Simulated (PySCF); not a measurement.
Atom-mapped SMILES (the numbers label the heavy atoms): `[CH3:1][Si:2]([CH3:3])([CH3:4])[O:5][Si:6]([CH3:7])([CH3:8])[CH3:9]`. Each H is labelled by its parent atom.

- σ from GIAO-PBE0/pcSseg-1
- PBE0-D3(BJ)/def2-SVP geometry
- run in PySCF 2.14
- relativity neglected, fast rotation and ring inversion assumed for equivalent nuclei, in vacuum, one conformer

Shifts are taken against calculated references (same method and geometry level): $^{13}$C and $^{1}$H and $^{29}$Si against TMS; $^{17}$O against H2O.

```csv
atoms,nucleus,count,δ (ppm)
Si2/Si6,$^{29}$Si,2,15.0
H(C1)/H(C3)/H(C4)/H(C7)/H(C8)/H(C9),$^{1}$H,18,?
C1/C3/C4/C7/C8/C9,$^{13}$C,6,2.2
O5,$^{17}$O,1,?
```

**Question.** Complete the table.

**Answer.** 
- H(C1)/H(C3)/H(C4)/H(C7)/H(C8)/H(C9): 0.08 ppm, hydrogen on a methyl carbon bonded to Si; an electropositive neighbour shields it, as in TMS itself
- O5: 78.4 ppm, oxygen bonded to 2 Si

Shifts are as computed. Against solution values, carbons near 30 ppm lie about +2 ppm off and those near 130 ppm about +5 ppm. Of 1211 compounds with measured shifts, 218 miss one by over three times the rms of a fit or turn the order of signals round; such compounds aren't used in these exercises. Experimental scales use liquid or dissolved standards, which lie at an offset from isolated H2O (liquid H2O: subtract about 36 ppm).
